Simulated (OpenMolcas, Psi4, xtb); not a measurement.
## SnNH4Cl (SMILES [NH2][SnH2][Cl]): the energy, rung by rung

SnNH4Cl has 7 atoms, charge 0, and is taken as a singlet. As SMILES, `[NH2][SnH2][Cl]`. The coordinates come from a PBE0-D4/def2-TZVP relaxation. This is one conformer, not always the lowest.

```
atom    x (Å)    y (Å)    z (Å)
   N  -0.9728  -0.0201  -0.8352
  Sn   0.5623   0.0414   0.4491
  Cl   0.8464  -2.1335   1.2510
   H  -1.8035   0.4855  -0.5665
   H  -0.7564   0.1652  -1.8030
   H   0.1728   0.9768   1.8146
   H   2.0124   0.4168  -0.3557
```

Each level gives the energy change with the N1–H4 bond stretched from 1.009 to 1.312 Å (eV). The values are calculated.

```csv
level,kind,program,value (eV),CPU time (all runs)
GFN0-xTB,semi-empirical,xtb,0.94,under 2 s
HF/def2-SVP (core potential) (restricted),Hartree–Fock,Psi4,1.35,5.8 s
SVWN5/def2-SVP (core potential) (restricted),LDA,OpenMolcas,1.02,47 s
BLYP/def2-SVP (core potential) (restricted),GGA,OpenMolcas,0.98,61 s
r2SCAN/def2-SVP (core potential) (restricted),meta-GGA,OpenMolcas,1.11,79 s
B3LYP/def2-SVP (core potential) (restricted),global hybrid,OpenMolcas,1.10,63 s
B2PLYP/def2-SVP (core potential) (restricted),double hybrid,OpenMolcas,1.13,47 s
MP2/def2-SVP (core potential) (restricted),perturbation theory,OpenMolcas,1.16,15 s
CCSD/def2-SVP (core potential) (restricted),coupled cluster or CI,Psi4,1.14,27 s
```

The first shape isn't each level's own minimum. The values span 0.94 to 1.35 eV. In the correlated wave-function rows the outer d shell of Sn is correlated, in sets not made for it. Times are those of the runs behind each value, whatever else they computed, on shared processors of several kinds: orders of magnitude only.
